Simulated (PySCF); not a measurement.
## B³⁺ (boron, charge +3) across methods

1s2, closed-shell 1S. Computed with PySCF 2.14 in def2-TZVPPD (6s3p3d1f, 37 functions), with the non-relativistic Hamiltonian (point nucleus).

```
 method  E (hartree)  mean ε 1s (eV)  Σ⟨r²⟩ (bohr²)   ⟨S²⟩
r2SCAN0     -22.0316         -240.79         0.2851  0.000
    PBE     -21.9812         -231.21         0.2879  0.000
 r2SCAN     -22.0327         -234.29         0.2856  0.000
   PBE0     -21.9939         -238.54         0.2867  0.000
    UHF    -21.98593         -259.66         0.2841  0.000
    LDA     -21.7425         -229.04         0.2913  0.000
LC-wPBE     -21.9893         -237.31         0.2881  0.000
   TPSS     -22.0377         -233.40         0.2858  0.000
    M06     -22.0477         -238.90         0.2858  0.000
```
